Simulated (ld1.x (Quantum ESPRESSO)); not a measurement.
## Reading a pseudo-wave (sulfur)

Columns: radius, all-electron u(r) and pseudo u(r) of the 3s shell (level -17.08 eV) of sulfur in the configuration [Ne] 3s2 3p4; PBEsol, non-relativistic, ultrasoft scheme, ld1.x (Quantum ESPRESSO) 7.5.

| r (bohr) | all-electron | pseudo |
| --- | --- | --- |
| 0.082 | 0.1663 | 0.0883 |
| 0.165 | -0.1297 | 0.1765 |
| 0.248 | -0.3465 | 0.2624 |
| 0.330 | -0.4072 | 0.3440 |
| 0.413 | -0.3479 | 0.4222 |
| 0.495 | -0.2178 | 0.4945 |
| 0.578 | -0.0530 | 0.5617 |
| 0.660 | 0.1165 | 0.6218 |
| 0.742 | 0.2769 | 0.6751 |
| 0.825 | 0.4210 | 0.7218 |
| 0.908 | 0.5430 | 0.7611 |
| 0.990 | 0.6408 | 0.7927 |
| 1.072 | 0.7168 | 0.8170 |
| 1.155 | 0.7730 | 0.8346 |
| 1.238 | 0.8106 | 0.8452 |
| 1.320 | 0.8317 | 0.8490 |
| 1.402 | 0.8394 | 0.8466 |
| 1.485 | 0.8359 | 0.8380 |
| 1.568 | 0.8233 | 0.8236 |
| 1.650 | 0.8038 | 0.8038 |
| 1.733 | 0.7784 | 0.7784 |
| 1.815 | 0.7494 | 0.7494 |
| 1.898 | 0.7171 | 0.7171 |
| 1.980 | 0.6833 | 0.6833 |
| 2.062 | 0.6485 | 0.6485 |
| 2.145 | 0.6129 | 0.6129 |

Task: How many radial nodes do the two functions have?

Result: The all-electron 3s function has n − l − 1 = 2; the pseudo-wave has 0, since the states of the same l below it are removed with the core.

Task: At about which radius was the pseudo-wave matched?

Result: 1.65 bohr, where the columns begin to agree (steps of 0.08 bohr).

Task: Is the pseudo-wave norm-conserving?

Result: No, it belongs to an ultrasoft set: the norm inside the radius is not constrained, and the difference is carried by the augmentation charge.
